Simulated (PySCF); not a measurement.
Spectrum to structure. Method: TDDFT PBE0/def2-SVPD, vertical, gas phase, core orbitals frozen in the response (PySCF). Geometries: GFN2-xTB, one conformer each.

| state | E (eV) | f |
| --- | --- | --- |
| S1 | 2.45 | 0.0000 |
| S2 | 5.32 | 0.016 |
| S3 | 5.71 | 0.0001 |
| S4 | 6.32 | 0.035 |
| S5 | 6.48 | 0.226 |
| S6 | 6.57 | 0.016 |

Triplets computed (Tamm–Dancoff): 2.08, 3.81 eV.

Orbital energies (eV): HOMO-3 -10.70, HOMO-2 -10.23, HOMO-1 -9.73, HOMO -7.22, LUMO -2.99, LUMO+1 -0.79, LUMO+2 0.49.

Problem. Which structure fits? All have the formula C5H4F4S.
A. `FCSCC#CC(F)(F)F`
B. `[C@H]1(F)CSC(=C1)C(F)(F)F`
C. `C[C@@H](F)C(=C=S)C(F)(F)F`

Solution. C. Its S1, at 2.45 eV, is the lowest among the candidates; the nearest of the others has S1 at 4.77 eV. S1 is HOMO→LUMO (100%). Löwdin shares by element: HOMO carbon 44% or more, sulfur 41%; LUMO carbon 51% or more, sulfur 42%. At the same level the other candidates give, for their lowest levels:
- `FCSCC#CC(F)(F)F`: 5.18 eV (f 0.019); 5.94 eV (f 0.004); 6.15 eV (f 0.002); 6.31 eV (f 0.032); 6.51 eV (f 0.020); T1 4.57 eV; HOMO -7.57, LUMO -0.98 eV
- `F[C@@H]1C=C(C(F)(F)F)SC1`: 4.77 eV (f 0.083); 5.19 eV (f 0.032); 6.19 eV (f 0.005); 6.57 eV (f 0.010); 7.03 eV (f 0.007); T1 3.32 eV; HOMO -6.96, LUMO -1.31 eV

Shape of the structure used: `[CH3:1][C@@H:2]([F:3])[C:4](=[C:5]=[S:6])[C:7]([F:8])([F:9])[F:10]`: C1–C2–C4–C5 -101°, C2–C4–C7–F8 160°.
